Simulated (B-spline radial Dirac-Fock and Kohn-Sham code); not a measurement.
# f′ and f″ of Tl, 2.9844 keV to 8.188 keV

Model: the dispersion relation over Dirac-Hartree-Slater subshell photoionisation cross sections, with the Kissel-Pratt high-energy constant (isolated atom, no bound-bound lines or fine structure). Program: a radial finite-basis atomic code. The forward scattering factor is f₀ + f′ + i f″.

Edges near this range: M1 3704.0 eV, M2 3416.0 eV, M3 2957.0 eV, M4 2485.0 eV, M5 2389.0 eV.

| hν (eV) | λ (Å) | f′ (e) | f″ (e) | tabulated f′ | tabulated f″ |
| --- | --- | --- | --- | --- | --- |
| 2984.4 | 4.154 | -21.983 | 31.827 | -21.86 | 31.63 |
| 4000 | 3.100 | -8.372 | 23.357 | -8.44 | 22.55 |
| 4270 | 2.904 | -6.939 | 21.309 | -7.02 | 20.56 |
| 4510.9 | 2.749 | -6.057 | 19.706 | -6.20 | 19.04 |
| 4950 | 2.505 | -5.014 | 17.232 | -5.13 | 16.65 |
| 5414.7 | 2.290 | -4.390 | 15.110 | -4.48 | 14.52 |
| 5843 | 2.122 | -4.076 | 13.496 | -4.19 | 12.95 |
| 6000 | 2.066 | -4.005 | 12.971 | -4.10 | 12.44 |
| 6403.9 | 1.936 | -3.899 | 11.760 | -3.99 | 11.26 |
| 6930.3 | 1.789 | ? | ? | ? | ? |
| 7161 | 1.731 | -3.919 | 9.918 | -4.00 | 9.52 |
| 8047.8 | 1.541 | -4.168 | 8.281 | -4.25 | 8.00 |
| 8188 | 1.514 | -4.223 | 8.061 | -4.30 | 7.80 |

Task: What are f′ and f″ at 6930.3 eV?

Result: f′ = -3.890 and f″ = 10.428 electrons (tables: -3.98 and 10.00). By the optical theorem f″ corresponds to a photoabsorption cross section 2 rₑ λ f″ = 105000 b.

Tabulated f′: xraylib 4.2 anomalous scattering factors (Cullen et al., EPDL97); f″: Chantler's tables (J. Phys. Chem. Ref. Data 1995 and 2000). Both are theoretical tables.

Values without a named source are computed, but for edge energies of neutral atoms, which are taken from tables.
